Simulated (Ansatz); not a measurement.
An input meant for the cluster PdI₂ (charge 0, singlet).

```yaml
crystal:
  periodic: [true, true, true]
  atoms:
    - {symbol: Pd, position_ang: [-0.000481, 0.000188, 0.000376]}
    - {symbol: I, position_ang: [-0.987503, 1.265839, -1.906727]}
    - {symbol: I, position_ang: [0.987985, -1.266027, 1.906350]}
basis:
  gaussian: {orbitals: def2-mTZVPP}
hamiltonian: {xc: {name: wB97X-V}}
scf: {omitted_lower_state_checks: [starts]}
output: {forces: true}
```

```sh
$ ansatz run in.yaml --threads 4 --pin off --events-out ev --progress --plain --max-ram 3916MiB
```

Shortened log:

```
Error: YAML parse error: error: line 2 column 3: crystal: missing field `lattice` (a structure is typed as `lattice` and `atoms`, a molecule's as `atoms` in Å alone, or read from a run's directory, `checkpoint`)
 --> <input>:2:3
1 | crystal:
2 |   periodic: [true, true, true]
3 |   atoms:
4 |     - {symbol: Pd, position_ang: [-0.000481, 0.000188, 0.000376]}
```

In this input the species is marked periodic without a cell. The input was rejected before any iteration.
